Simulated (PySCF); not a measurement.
Excitation energy of Ga by level of theory

Ga [Ar] 3d10 4s2 4p1 (2P) → Ga [Ar] 3d10 4s2 4d1 (2D), as a difference of total energies. Calculation: PySCF 2.14, in aug-cc-pwCVDZ-PP with ECP10MDF (6s5p4d1f, 48 functions); a scalar-relativistic core potential. Correlated levels: valence: 3s2 3p6 3d10 frozen; valence and next inner shell: nothing frozen outside the core potential. The calculations carry no spin-orbit coupling.

```json
{"method": "UHF", "excitation energy (cm⁻¹)": "40178"}
{"method": "LDA", "excitation energy (cm⁻¹)": "37850"}
{"method": "PBE", "excitation energy (cm⁻¹)": "36361"}
{"method": "PBE0", "excitation energy (cm⁻¹)": "37819"}
{"method": "r2SCAN", "excitation energy (cm⁻¹)": "39390"}
{"method": "r2SCAN0", "excitation energy (cm⁻¹)": "40075"}
{"method": "PW91", "excitation energy (cm⁻¹)": "36718"}
{"method": "revPBE", "excitation energy (cm⁻¹)": "35836"}
{"method": "wB97X", "excitation energy (cm⁻¹)": "40889"}
{"method": "MP2 (valence)", "excitation energy (cm⁻¹)": "40513"}
{"method": "SCS-MP2 (valence)", "excitation energy (cm⁻¹)": "40371"}
{"method": "MP2 (valence and next inner shell)", "excitation energy (cm⁻¹)": "40955"}
{"method": "SCS-MP2 (valence and next inner shell)", "excitation energy (cm⁻¹)": "40582"}
```

Errors of the correlated levels include the incompleteness of this basis and the frozen core.

The promoted electron is Rydberg-like, and one or two diffuse shells describe it only roughly, which tends to raise the upper state.

In the upper state the promoted electron has a positive orbital energy at LDA, PBE, r2SCAN, r2SCAN0, PW91, revPBE, so the basis confines it.

Question: Which method comes closest to the reference value, and which is furthest?

Answer: The reference is 34235 cm⁻¹ (measured; NIST levels, between the centres of gravity of the two terms). Closest: revPBE (error 1601.6 cm⁻¹); furthest: MP2 (valence and next inner shell) (error 6720.2 cm⁻¹).
